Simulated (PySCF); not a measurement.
# Correlation energy of Fe (iron, neutral)

[Ar] 3d5 4s2 5s1, high-spin 7S determinant (an excited configuration). Calculation: PySCF 2.14, in x2c-TZVPPall with one added diffuse shell each of s, p, d, f type (7s6p5d3f1g, 80 functions); the spin-free X2C one-electron Hamiltonian (Gaussian nucleus). Frozen: [Ar]; 8 electrons correlated.

MP2 pair energies summed by pair of shells (mhartree):

| pair | energy | share (%) |
| --- | --- | --- |
| 3d-3d | -66.01 | 52.1 |
| 3d-4s | -29.30 | 23.1 |
| 4s-4s | -24.95 | 19.7 |
| 4s-5s | -5.51 | 4.3 |
| 3d-5s | -1.04 | 0.8 |

Total MP2 correlation energy: -126.82 mhartree.

Same-spin part -81.89 and opposite-spin part -44.94 mhartree; SCS-MP2 scales them by 1/3 and 6/5 to -81.22 mhartree.
